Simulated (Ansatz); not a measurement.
Reaction (atomization): `C#[C][In]([CH3])[CH3]` → 4 C• + 7 H• + In•

Gas-phase electronic energies from Ansatz, PBE0-D4/def2-TZVP geometries. CCSD(T)/CBS is the MP2 limit (def2-TZVPP, def2-QZVPP) plus CCSD(T) − MP2 in def2-TZVPP, frozen cores. This one scheme is used for every species, atoms too. For atomizations the MP2-based limit and the directly extrapolated one differ by several kJ/mol either way, and by 10 to 25 for some Ge, Se and Sn compounds, so smaller differences from it don't rank the levels. DFT in def2-TZVPP. Open shells (•) are unrestricted, without spin–orbit coupling. Spin–orbit coupling would lower the free atoms: a little for C; strongly for In. def2 core potentials past Kr. For In outer-core shells are correlated without core-valence functions, so the limit isn't a true one: a few kJ/mol of doubt a bond, and 10 to 20 or more in all where bonds break to atoms.

`C#[C][In]([CH3])[CH3]`:

Cartesian coordinates in Å:
```
C -1.257 -2.709 -1.128
C -0.780 -1.681 -0.699
In 0.054 0.115 0.049
C 2.039 0.557 -0.632
C -1.209 1.230 1.377
H -1.677 -3.614 -1.504
H 2.720 -0.224 -0.288
H 2.392 1.522 -0.267
H 2.057 0.557 -1.723
H -1.548 0.582 2.186
H -2.092 1.571 0.832
H -0.697 2.094 1.799
```

| species | r2SCAN energy (Eh) |
| --- | --- |
| `C#[C][In]([CH3])[CH3]` | -346.72424 |
| C• | -37.83292 |
| H• | -0.49993 |
| In• | -190.18147 |

(1) Work out ΔE.

Largest T1 diagnostic among the species: 0.015.

Answers

(1) ΔE = 7 × (-0.49993) + 4 × (-37.83292) + (-190.18147) − (-346.72424) = 1.71158 Eh = +4493.8 kJ/mol. CCSD(T)/CBS gives +4506.5 kJ/mol.

From PBE to PBE0 (25 % exact exchange), in def2-TZVPP and without D4, ΔE moves by −63.1 kJ/mol: exact exchange takes away binding that semilocal exchange gives to molecules. At CCSD(T), def2-SVP lies −217.7 kJ/mol from the extrapolated value and def2-TZVPP −97.2 kJ/mol: correlation converges slowly with the basis, and small sets miss more of it in the bonded molecule than in its fragments. In def2-TZVPP, CCSD(T) changes the Hartree–Fock value by +1087.4 kJ/mol (the triples alone add +71.8 kJ/mol) and MP2 by +1151.0 kJ/mol; breaking electron pairs costs correlation energy, which Hartree–Fock lacks.
